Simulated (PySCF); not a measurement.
## BHandHLYP on Ar²⁺ (argon, charge +2)

Configuration: [Ne] 3s1 3p4 4s1, high-spin 5P determinant (an excited configuration). All numbers are calculated (PySCF 2.14, the non-relativistic Hamiltonian (point nucleus), in aug-cc-pwCVTZ (8s7p5d3f, 75 functions)).

```json
{
 "Total energy": "-524.6089 hartree",
 "One-electron energy": "-703.6063 hartree",
 "Hartree (Coulomb) energy": "208.8148 hartree",
 "Exchange-correlation energy": "-29.8174 hartree",
 "Kinetic energy": "523.98605 hartree",
 "⟨S²⟩": "6.0013",
 "⟨L²⟩": "2.014",
 "Sum of ⟨r⟩": "13.55 bohr",
 "Sum of ⟨r²⟩": "25.48 bohr²",
 "Traceless quadrupole moment −½Σ⟨3z² − r²⟩ along its main axis": "-0.612 e·bohr²",
 "Density at the nucleus (Gaussians lack the cusp)": "3780 bohr⁻³",
 "Spin density at the nucleus": "21.7 bohr⁻³",
 "Langevin diamagnetic susceptibility": "-20.2 ×10⁻⁶ cm³/mol"
}
```

```csv
shell,electrons,mean orbital energy (hartree),spread (hartree),"rms radius, mean of both spins (bohr)"
1s α,1,-117.96966,0,0.0998
1s β,1,-117.91468,0,0.0998
2s α,1,-13.07422,0,0.451
2s β,1,-13.00997,0,0.451
2p α,3,-10.52001,0.03240,0.418
2p β,3,-10.45640,0.00968,0.418
3s α,1,-2.41480,0,1.38
3p α,3,-1.74556,0.07076,1.52
3p β,1,-1.55421,0,1.52
4s α,1,-0.64353,0,3.59
```

The outer electron is Rydberg-like, and this basis confines it to a smaller radius and binds it less than a complete one would.
